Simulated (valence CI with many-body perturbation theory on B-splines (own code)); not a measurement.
**Bi LXIX: electric-dipole lines**

Method: configuration interaction combined with many-body perturbation theory (CI+MBPT): five valence electrons over a frozen Dirac-Fock core [Ne], radial functions for each j: 9 s, 9 p, 8 d, 6 f, 3 g, 1 h, with the one-electron correlation potential Σ1, the two-electron term Σ2, the three-electron term Σ3, Breit, model QED; selected CI, second order for the rest (own B-spline code, finite nucleus).

The last digits are not significant, and no measured levels were compared; by estimate large intervals hold to a few tenths of a per cent, small ones and those within an open d or f shell to about a per cent. Among the levels kept, up to 610 cm⁻¹ of a level comes from second order outside the variational space, and about a tenth of that is noise between levels of different J, which matters for small intervals.

Lines 151 to 200 of 215 in falling wavelength, among levels below 99.554 Ry, chosen from the strongest by gf and those to the six lowest levels. Wavelengths and rates use the calculated energies. Electric multipoles are in the length gauge, E1 and E2 with the static RPA response of the core. Weak lines are less certain than strong ones. Lines between different terms over intervals too small for the method are left out, as are lines whose strength nearly cancels. The highest levels of a list are the least certain.

Levels are named by their leading jj configuration (3d3/2^4 stands for four electrons in 3d with j = 3/2), which in mixed levels can hold well under half, so a name can repeat and another be missing. Letters in brackets count levels of one name in rising energy.

```csv
λ vac (nm),Upper,Lower,A (s⁻¹),log gf,Branch %
2.771,(3s 3p1/2^2 3p3/2 3d5/2) J=7/2 [b],(3s 3p1/2^2 3p3/2^2) J=5/2,2.70e+11,-0.60,9.2
2.725,(3s^2 3p1/2 3p3/2 3d5/2) J=3/2 [b],(3s^2 3p1/2 3p3/2^2) J=3/2,5.56e+06,-5.61,0.0
2.720,(3s^2 3p1/2 3d3/2 3d5/2) J=3/2,(3s 3p1/2^2 3p3/2^2) J=3/2,3.06e+10,-1.87,3.8
2.701,(3s^2 3p1/2 3p3/2 3d5/2) J=1/2,(3s^2 3p1/2 3p3/2^2) J=3/2,9.12e+10,-1.70,10.6
2.676,(3s 3p1/2^2 3p3/2 3d5/2) J=5/2 [b],(3s 3p1/2^2 3p3/2^2) J=5/2,3.57e+10,-1.64,1.8
2.659,(3s 3p1/2^2 3p3/2 3d5/2) J=3/2 [b],(3s 3p1/2^2 3p3/2^2) J=5/2,3.20e+10,-1.87,1.3
2.642,(3s^2 3p1/2 3d3/2 3d5/2) J=7/2 [b],(3s^2 3p1/2 3p3/2 3d3/2) J=7/2,1.20e+10,-2.00,0.1
2.605,(3s^2 3p1/2 3d3/2 3d5/2) J=7/2 [a],(3s 3p1/2^2 3p3/2^2) J=5/2,9.97e+09,-2.09,1.4
2.565,(3s^2 3p1/2 3d3/2 3d5/2) J=7/2 [b],(3s^2 3p1/2 3p3/2 3d3/2) J=5/2 [a],2.14e+10,-1.77,0.2
1.891,(3s 3p1/2^2 3p3/2 3d3/2) J=5/2 [a],(3s^2 3p1/2^2 3d5/2) J=5/2,4.44e+08,-3.85,0.7
1.884,(3s 3p1/2^2 3p3/2 3d3/2) J=3/2 [a],(3s^2 3p1/2^2 3d5/2) J=5/2,1.76e+08,-4.43,0.1
1.854,(3s 3p1/2^2 3p3/2 3d3/2) J=7/2,(3s^2 3p1/2^2 3d5/2) J=5/2,2.87e+10,-1.93,38.0
1.800,(3s 3p1/2^2 3p3/2 3d3/2) J=3/2 [b],(3s^2 3p1/2^2 3d5/2) J=5/2,5.84e+09,-2.94,0.4
1.773,(3s 3p1/2^2 3p3/2 3d3/2) J=5/2 [b],(3s^2 3p1/2^2 3d5/2) J=5/2,8.80e+09,-2.60,0.4
1.728,(3s 3p1/2^2 3d3/2^2) J=3/2,(3s^2 3p1/2 3p3/2^2) J=1/2,9.52e+07,-4.77,0.1
1.697,(3s^2 3p1/2 3d3/2^2) J=5/2,(3s^2 3p1/2^2 3d5/2) J=5/2,1.16e+09,-3.52,0.0
1.686,(3s 3p1/2^2 3d3/2^2) J=3/2,(3s^2 3p1/2 3p3/2^2) J=5/2,1.23e+08,-4.68,0.1
1.656,(3s 3p1/2^2 3d3/2^2) J=3/2,(3s^2 3p1/2 3p3/2^2) J=3/2,1.27e+07,-5.68,0.0
1.581,(3s^2 3p1/2 3d3/2^2) J=3/2,(3s^2 3p1/2^2 3d5/2) J=5/2,1.42e+10,-2.67,0.1
1.530,(3s 3p1/2^2 3p3/2 3d3/2) J=5/2 [a],(3s^2 3p1/2^2 3d3/2) J=3/2,1.27e+10,-2.57,18.9
1.526,(3s 3p1/2^2 3p3/2 3d3/2) J=3/2 [a],(3s^2 3p1/2^2 3d3/2) J=3/2,1.34e+11,-1.73,64.4
1.522,(3s 3p1/2^2 3p3/2 3d5/2) J=5/2 [a],(3s^2 3p1/2^2 3d5/2) J=5/2,5.21e+11,-0.96,57.2
1.522,(3s 3p1/2^2 3p3/2^2) J=5/2,(3s^2 3p1/2^2 3p3/2) J=3/2,8.44e+11,-0.75,95.8
1.520,(3s 3p1/2^2 3p3/2 3d3/2) J=1/2 [a],(3s^2 3p1/2^2 3d3/2) J=3/2,1.39e+10,-3.02,20.2
1.512,(3s^2 3p3/2^3) J=3/2,(3s^2 3p1/2^2 3d5/2) J=5/2,1.37e+10,-2.72,31.4
1.508,(3s 3p1/2^2 3p3/2 3d5/2) J=7/2 [a],(3s^2 3p1/2^2 3d5/2) J=5/2,9.64e+10,-1.58,14.8
1.499,(3s 3p1/2^2 3p3/2 3d5/2) J=3/2 [a],(3s^2 3p1/2^2 3d5/2) J=5/2,3.56e+11,-1.32,33.3
1.474,(3s 3p1/2^2 3p3/2 3d5/2) J=7/2 [b],(3s^2 3p1/2^2 3d5/2) J=5/2,2.54e+12,-0.18,86.9
1.470,(3s 3p1/2^2 3p3/2 3d3/2) J=3/2 [b],(3s^2 3p1/2^2 3d3/2) J=3/2,1.47e+12,-0.72,92.8
1.465,(3s 3p1/2^2 3p3/2^2) J=3/2,(3s^2 3p1/2^2 3p3/2) J=3/2,1.86e+12,-0.62,96.6
1.457,(3s 3p1/2^2 3p3/2^2) J=1/2,(3s^2 3p1/2^2 3p3/2) J=3/2,1.62e+12,-0.99,97.1
1.452,(3s 3p1/2^2 3p3/2 3d3/2) J=5/2 [b],(3s^2 3p1/2^2 3d3/2) J=3/2,2.31e+12,-0.36,96.2
1.447,(3s 3p1/2^2 3p3/2 3d5/2) J=5/2 [b],(3s^2 3p1/2^2 3d5/2) J=5/2,1.07e+12,-0.70,54.3
1.442,(3s 3p1/2^2 3p3/2 3d5/2) J=3/2 [b],(3s^2 3p1/2^2 3d5/2) J=5/2,1.93e+12,-0.62,76.7
1.441,(3s 3p1/2^2 3p3/2 3d3/2) J=1/2 [b],(3s^2 3p1/2^2 3d3/2) J=3/2,3.25e+12,-0.69,96.6
1.431,(3s^2 3p1/2 3p3/2 3d3/2) J=5/2 [a],(3s^2 3p1/2^2 3p3/2) J=3/2,2.09e+09,-3.42,15.9
1.426,(3s^2 3p1/2 3d3/2 3d5/2) J=7/2 [a],(3s^2 3p1/2^2 3d5/2) J=5/2,1.66e+11,-1.39,23.9
1.424,(3s^2 3p1/2 3p3/2 3d3/2) J=1/2 [a],(3s^2 3p1/2^2 3p3/2) J=3/2,6.37e+08,-4.41,4.0
1.422,(3s^2 3p1/2 3p3/2 3d3/2) J=3/2 [a],(3s^2 3p1/2^2 3p3/2) J=3/2,7.74e+11,-1.03,95.6
1.418,(3s^2 3p1/2 3d3/2 3d5/2) J=5/2 [a],(3s^2 3p1/2^2 3d5/2) J=5/2,3.83e+11,-1.16,38.7
1.406,(3s^2 3p1/2 3d3/2 3d5/2) J=3/2,(3s^2 3p1/2^2 3d5/2) J=5/2,6.31e+10,-2.13,7.8
1.401,(3s^2 3p1/2 3d3/2^2) J=5/2,(3s^2 3p1/2^2 3d3/2) J=3/2,6.33e+12,0.05,99.4
1.354,(3s^2 3p1/2 3p3/2 3d3/2) J=5/2 [b],(3s^2 3p1/2^2 3p3/2) J=3/2,7.92e+12,0.12,99.9
1.340,(3s^2 3p1/2 3d3/2 3d5/2) J=5/2 [b],(3s^2 3p1/2^2 3d5/2) J=5/2,1.29e+13,0.32,96.2
1.335,(3s^2 3p1/2 3d3/2 3d5/2) J=7/2 [b],(3s^2 3p1/2^2 3d5/2) J=5/2,1.03e+13,0.34,94.2
1.334,(3s^2 3p1/2 3p3/2 3d3/2) J=1/2 [b],(3s^2 3p1/2^2 3p3/2) J=3/2,1.11e+13,-0.23,99.9
1.331,(3s^2 3p1/2 3p3/2 3d3/2) J=3/2 [b],(3s^2 3p1/2^2 3p3/2) J=3/2,1.62e+13,0.24,100.0
1.327,(3s^2 3p1/2 3d3/2^2) J=1/2,(3s^2 3p1/2^2 3d3/2) J=3/2,1.04e+13,-0.26,99.7
1.321,(3s^2 3p1/2 3d3/2^2) J=3/2,(3s^2 3p1/2^2 3d3/2) J=3/2,1.65e+13,0.24,99.8
1.280,(3s 3p1/2^2 3p3/2 3d5/2) J=5/2 [a],(3s^2 3p1/2^2 3d3/2) J=3/2,3.44e+08,-4.30,0.0
```
